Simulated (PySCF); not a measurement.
**`N(/CCC=C)=C/C`, C6H11N**

Geometry:
```
atom   x (Å)   y (Å)   z (Å)
  C1  -1.891   1.249  -0.034
  C2  -1.631   0.081  -0.590
  C3  -1.233  -1.144   0.168
  C4   0.271  -1.428  -0.002
  N5   1.020  -0.473   0.763
  C6   1.661   0.473   0.244
  C7   1.838   0.822  -1.206
  H8  -2.152   2.117  -0.616
  H9  -1.853   1.383   1.035
 H10  -1.669  -0.031  -1.667
 H11  -1.794  -2.006  -0.199
 H12  -1.437  -1.011   1.231
 H13   0.493  -2.408   0.432
 H14   0.526  -1.450  -1.071
 H15   2.176   1.118   0.950
 H16   2.216   1.835  -1.307
 H17   0.896   0.739  -1.744
 H18   2.555   0.139  -1.663
```

Computed with GIAO CAM-B3LYP/pcSseg-1 magnetisability, rotational g tensor and spin-rotation constants, non-relativistic, gas phase in PySCF. Geometry: GFN2-xTB.

**Question.** What are the magnetisability and the molar susceptibility?

**Answer.** Isotropic -1067 × 10⁻³⁰ J/T², or -64.3 × 10⁻⁶ cm³/mol; principal values -1198, -1033, -972 × 10⁻³⁰ J/T², anisotropy 203 × 10⁻³⁰ J/T² (root of half the summed squared differences of the principal values). The susceptibility is in cgs units.

**Question.** Split it along the inertial axes a, b, c into diamagnetic and paramagnetic parts about the centre of mass, with the quadrupole moment.

**Answer.** 
```
axis  χ (10⁻⁶ cm³/mol)  diamagnetic (10⁻⁶ cm³/mol)  paramagnetic (10⁻⁶ cm³/mol)  summed x² of all electrons (Å²)  quadrupole Θ (D Å)
   a             -69.5                      -460.0                        390.5                            135.0               -0.55
   b             -62.3                      -719.3                        657.0                             73.9               +1.51
   c             -61.0                      -886.1                        825.0                             34.6               -0.96
```
Anisotropies 2χaa − χbb − χcc = -15.6 and 2χbb − χaa − χcc = +5.9 × 10⁻⁶ cm³/mol. Θ is traceless in Buckingham's convention.

**Question.** And the rotational g tensor?

**Answer.** 
| axis | rotational constant (GHz) | g | nuclear part | electronic part |
| --- | --- | --- | --- | --- |
| a | 3.5647 | -0.0155 | 0.6384 | -0.6539 |
| b | 1.9931 | -0.0165 | 0.5987 | -0.6152 |
| c | 1.5701 | -0.0129 | 0.5957 | -0.6086 |

Asymmetric top; isotopes 12C, 1H, 14N; no vibrational averaging.
